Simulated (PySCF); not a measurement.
C3H8O5Si2, SMILES C[Si](C#C[Si](O)(O)O)(O)O (GFN2-xTB optimised geometry):

```
18

Si    -2.486    -0.566     0.000
O     -3.056    -1.321     1.320
O     -3.047     0.961     0.000
O     -3.051    -1.328    -1.319
C     -0.626    -0.566     0.000
C      0.583    -0.571     0.006
Si     2.445    -0.570    -0.016
C      3.058    -0.992    -1.757
O      3.061    -1.682     0.994
O      2.982     0.876     0.543
H     -3.023    -2.272     1.360
H     -3.061     1.447     0.818
H     -3.020    -0.888    -2.162
H      2.806    -2.014    -2.018
H      4.137    -0.890    -1.831
H      2.610    -0.343    -2.504
H      3.157    -1.477     1.920
H      2.752     1.682     0.093
```

Level of theory: PBE0/def2-SVP in PySCF.

Q: What are the frontier orbital energies and the dipole moment?

A: HOMO-2 -8.54 eV, HOMO-1 -7.99 eV, HOMO -7.95 eV, LUMO -0.16 eV, LUMO+1 -0.03 eV; dipole moment 1.38 D.

On the same geometry PySCF with PBE/def2-SVP gives HOMO-2 -6.88 eV, HOMO-1 -6.57 eV, HOMO -6.51 eV, LUMO -0.97 eV, LUMO+1 -0.85 eV; dipole moment 1.31 D.

Meta-Löwdin charges at PBE0/def2-SVP: Si1 1.41, O2 -0.71, O3 -0.71, O4 -0.71, C5 -0.30, C6 -0.29, Si7 1.26, C8 -0.58, O9 -0.71, O10 -0.72, H11 0.34, H12 0.34, H13 0.34, H14 0.13, H15 0.12, H16 0.12, H17 0.34, H18 0.34.
